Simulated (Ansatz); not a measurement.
Two isomers of CH8GeSSi: A = `[CH3][GeH]([SiH3])[SH]`, B = `[SiH3]S[CH2][GeH3]`.

Isolated molecules relaxed with PBE0-D4/def2-TZVP in Ansatz; ΔE leaves out vibrations. CBS: MP2 limit from def2 TZ/QZ plus the TZ coupled-cluster correction, frozen cores. DFT in def2-TZVPP. B3LYP here is the variant with VWN-RPA as its local correlation; programs differ in this. For Ge outer-core shells are correlated without core-valence functions, which leaves a few kJ/mol of doubt a bond. Scalar relativity is left out up to krypton. Each species was taken in one conformer, which may not be the lowest.

Q: Which is lower in electronic energy at CCSD(T)/CBS, and by how much? (An estimate is asked.)

A: Ansatz gave: A, by 70.1 kJ/mol.

Q: Give E(B) − E(A) in kJ/mol with B3LYP, ωB97M-V, B2PLYP, PBE0-D4, PBE-D4, r2SCAN-D4, CCSD(T)/def2-TZVPP. (An estimate is asked.)

A: Computed: B3LYP 75.3, ωB97M-V 70.0, B2PLYP 72.7, PBE0-D4 77.1, PBE-D4 77.4, r2SCAN-D4 75.6, CCSD(T)/def2-TZVPP 73.8. None reverses the order clearly.

Largest T1 diagnostic: 0.011.
